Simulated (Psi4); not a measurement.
HFOSe, singlet, at a GFN2-xTB geometry; PBE/aug-cc-pVQZ (Psi4).

Psi4 was given this input:
```
memory 2 GB

molecule {
0 1
  Se    0.09634014   -0.00791666    0.40711553
  F    -0.08836816    1.36245012   -0.78926260
  O    -0.17139873   -1.31699401   -0.72908502
  H    -1.10906137   -1.45693277   -0.90588425
}

set basis aug-cc-pvqz

energy('pbe')
print_variables()
```

It wrote (shortened):

```
   => Loading Basis Set <=

    Name: AUG-CC-PVQZ
    Role: ORBITAL
    Keyword: BASIS

         ---------------------------------------------------------
                                   SCF
               by Justin Turney, Rob Parrish, Andy Simmonett
                          and Daniel G. A. Smith
                              RKS Reference
         ---------------------------------------------------------

  ==> Geometry <==

    Molecular point group: c1
    Full point group: C1

    Geometry (in Angstrom), charge = 0, multiplicity = 1:

       Center              X                  Y                   Z               Mass
    ------------   -----------------  -----------------  -----------------  -----------------
         SE           0.077697018505    -0.031365757997     0.364275617722    79.916521800000
         F           -0.107011281495     1.339001022003    -0.832102512278    18.998403162730
         O           -0.190041851495    -1.340443107997    -0.771924932278    15.994914619570
         H           -1.127704491495    -1.480381867997    -0.948724162278     1.007825032230

  Running in c1 symmetry.

  Rotational constants: A =      0.46618  B =      0.25389  C =      0.16669 [cm^-1]
  Rotational constants: A =  13975.70337  B =   7611.32872  C =   4997.21477 [MHz]
  Nuclear repulsion =  198.641852676199136

  Charge       = 0
  Multiplicity = 1
  Electrons    = 52
  Nalpha       = 26
  Nbeta        = 26

  ==> Algorithm <==

  SCF Algorithm Type is DF.
  DIIS enabled.
  MOM disabled.
  Fractional occupation disabled.
  Guess Type is SAD.
  Energy threshold   = 1.00e-06
  Density threshold  = 1.00e-06
  Integral threshold = 1.00e-12

  ==> Primary Basis <==

  Basis Set: AUG-CC-PVQZ
    Blend: AUG-CC-PVQZ
    Number of shells: 79
    Number of basis functions: 299
    Number of Cartesian functions: 384
    Spherical Harmonics?: true
    Max angular momentum: 4

  ==> DFT Potential <==

   => LibXC <=

    Version 7.1.2
    S. Lehtola, C. Steigemann, M. J. T. Oliveira, and M. A. L. Marques,  SoftwareX 7, 1–5 (2018) (10.1016/j.softx.2017.11.002)

   => Composite Functional: PBE <=

    PBE GGA Exchange-Correlation Functional

    J.P. Perdew et. al., Phys. Rev. Lett., 77(18), 3865-3868, 1996

    Deriv               =              1
    GGA                 =           TRUE
    Meta                =          FALSE

    Exchange Hybrid     =          FALSE
    MP2 Hybrid          =          FALSE

   => Exchange Functionals <=

    1.0000     XC_GGA_X_PBE

   => Correlation Functionals <=

    1.0000     XC_GGA_C_PBE

   => LibXC Density Thresholds  <==

    XC_GGA_C_PBE:  1.00E-12
    XC_GGA_X_PBE:  1.00E-15

   => Molecular Quadrature <=

    Radial Scheme          =       TREUTLER
    Pruning Scheme         =           NONE
    Nuclear Scheme         =       TREUTLER

    Blocking Scheme        =         OCTREE
    BS radius alpha        =              1
    Pruning alpha          =              1
    Radial Points          =             75
    Spherical Points       =            302
    Total Points           =          88632
    Total Blocks           =            720
    Max Points             =            256
    Max Functions          =            296
    Weights Tolerance      =       1.00E-15

   => Loading Basis Set <=

    Name: (AUG-CC-PVQZ AUX)
    Role: JKFIT
    Keyword: DF_BASIS_SCF

  ==> Integral Setup <==

  SCF_SUBTYPE=INCORE selected. In-core MEM_DF algorithm will be used.
  Using in-core AOs.

  ==> MemDFJK: Density-Fitted J/K Matrices <==

    J tasked:                   Yes
    K tasked:                    No
    wK tasked:                   No
    Algorithm:                 Core
    Schwarz Cutoff:           1E-12
    Mask sparsity (%):       1.7964
    Fitting Condition:        1E-10

   => Auxiliary Basis Set <=

  Basis Set: (AUG-CC-PVQZ AUX)
    Blend: AUG-CC-PVQZ-JKFIT
    Number of shells: 146
    Number of basis functions: 630
    Number of Cartesian functions: 868
    Spherical Harmonics?: true
    Max angular momentum: 5

  Minimum eigenvalue in the overlap matrix is 6.0563600152E-05.
  Reciprocal condition number of the overlap matrix is 7.2958654677E-06.
    Using symmetric orthogonalization.

  ==> Pre-Iterations <==

  SCF Guess: Superposition of Atomic Densities via on-the-fly atomic UHF (no occupation information).

   -------------------------
    Irrep   Nso     Nmo
   -------------------------
     A        299     299
   -------------------------
    Total     299     299
   -------------------------

  ==> Iterations <==

                           Total Energy        Delta E     RMS |[F,P]|

   @DF-RKS iter SAD: -2574.15754714515879   -2.57416e+03   0.00000e+00
   @DF-RKS iter   1: -2576.05108239013180   -1.89354e+00   7.40918e-03 DIIS/ADIIS
   @DF-RKS iter   2: -2575.00836691163749    1.04272e+00   9.68572e-03 DIIS/ADIIS
   @DF-RKS iter   3: -2576.45528315810179   -1.44692e+00   3.28399e-03 DIIS/ADIIS
   @DF-RKS iter   4: -2576.79841585554686   -3.43133e-01   4.91180e-04 DIIS/ADIIS
   @DF-RKS iter   5: -2576.78072490536442    1.76910e-02   9.08554e-04 DIIS/ADIIS
   @DF-RKS iter   6: -2576.80533033701840   -2.46054e-02   1.02421e-04 DIIS/ADIIS
   @DF-RKS iter   7: -2576.80568757922447   -3.57242e-04   3.66198e-05 DIIS
   @DF-RKS iter   8: -2576.80573861757239   -5.10383e-05   5.08286e-06 DIIS
   @DF-RKS iter   9: -2576.80573956676426   -9.49192e-07   1.23861e-06 DIIS
   @DF-RKS iter  10: -2576.80573963049665   -6.37324e-08   3.45027e-07 DIIS
  Energy and wave function converged.

  ==> Post-Iterations <==

   Electrons on quadrature grid:
      Ntotal   =   51.9999999918 ; deviation = -8.210e-09

    Orbital Energies [Eh]
    ---------------------

    Doubly Occupied:

[...]
    Virtual:

[...]
    Final Occupation by Irrep:
              A
    DOCC [    26 ]
    NA   [    26 ]
    NB   [    26 ]

  @DF-RKS Final Energy: -2576.80573963049665

   => Energetics <=

    Nuclear Repulsion Energy =            198.6418526761991359
    One-Electron Energy =               -3981.4235089225926458
    Two-Electron Energy =                1311.9700225276658330
    DFT Exchange-Correlation Energy =    -105.9941059117690116
    Empirical Dispersion Energy =           0.0000000000000000
    VV10 Nonlocal Energy =                  0.0000000000000000
    Total Energy =                      -2576.8057396304966460

Computation Completed

Properties will be evaluated at   0.000000,   0.000000,   0.000000 [a0]

Properties computed using the SCF density matrix

 Multipole Moments:

 ------------------------------------------------------------------------------------
     Multipole            Electronic (a.u.)      Nuclear  (a.u.)        Total (a.u.)
 ------------------------------------------------------------------------------------

 L = 1.  Multiply by 2.5417464519 to convert [e a0] to [Debye]
 Dipole X            :          1.3694792           -1.8319803           -0.4625011
 Dipole Y            :          1.7260282           -2.3042438           -0.5782156
 Dipole Z            :          4.6337773           -4.2096961            0.4240812
 Magnitude           :                                                    0.8532792

 ------------------------------------------------------------------------------------

  Variable Map:
  ----------------------------------------------------------------------------
[...]
  Array Variable Map:
  ----------------------------------------------------------------------------
[...]
[...]
```
